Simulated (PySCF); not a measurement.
# Electron correlation in Ce⁺ (cerium, charge +1)

[Xe] 4f2 5d1, one real determinant (an excited configuration). Calculation: PySCF 2.14, in cc-pVDZ-X2C; the spin-free X2C one-electron Hamiltonian (Gaussian nucleus). Frozen: [Kr] 4d10; 11 electrons correlated.

```
  level  correlation energy (mhartree)
   CCSD                        -264.60
    (T)                          -9.65
CCSD(T)                        -274.25
```

Diagnostics: T1 = 0.025, D1 = 0.0982, largest double amplitude 0.050.

Question: Is a single reference adequate?

Answer: Yes, within this model without spin-orbit coupling: T1 lies below 0.03 and no double amplitude reaches 0.07.

The reference is one real determinant that mixes LS terms of this configuration.
